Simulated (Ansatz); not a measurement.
C2H6BFOSi, relaxed with RKS PBE-D4/def2-SVP in Ansatz from a rough embedded geometry. The force threshold is 0.03 eV/Å; the program also tests the step.

Total charge 0; spin multiplicity 1. The bonds changed during the relaxation, so this is another structure than the one it started from.

Start:

```xyz
12

B    -2.041    0.995   -0.953
C    -1.084    0.033   -0.088
F    -1.560   -0.424    1.106
O    -0.505   -0.974   -0.719
Si    0.725    0.158   -0.276
C     1.784   -0.664    1.049
H    -1.787    2.115   -1.050
H    -2.932    0.476   -1.505
H     1.428    0.689   -1.495
H     1.180   -0.764    1.966
H     2.126   -1.632    0.674
H     2.668   -0.008    1.291
```

(1) How much energy does the relaxation release, and in how many steps? (Best estimate.)

(2) Which bonds change most? (Best estimate.)

(3) Give the relaxed structure. (Estimate.)

Answers

(1) The calculation gave: 195.54 kJ/mol, in 49 steps, 3 of them rejected.

(2) The calculation gave: B1–Si5 from 2.969 to 2.018 Å; O4–Si5 from 1.729 to 1.911 Å; B1–H7 from 1.153 to 1.220 Å; B1–H8 from 1.170 to 1.235 Å.

(3) Computed: 
```xyz
12

B    -1.316    0.871   -0.409
C    -1.540   -0.673   -0.667
F    -2.636   -1.323   -1.001
O    -0.496   -1.405   -0.560
Si    0.577    0.171   -0.436
C     1.686   -0.076    1.059
H    -1.837    1.667   -1.170
H    -1.601    1.064    0.777
H     1.394    0.036   -1.694
H     1.089   -0.143    1.989
H     2.312   -0.986    0.958
H     2.368    0.796    1.154
```
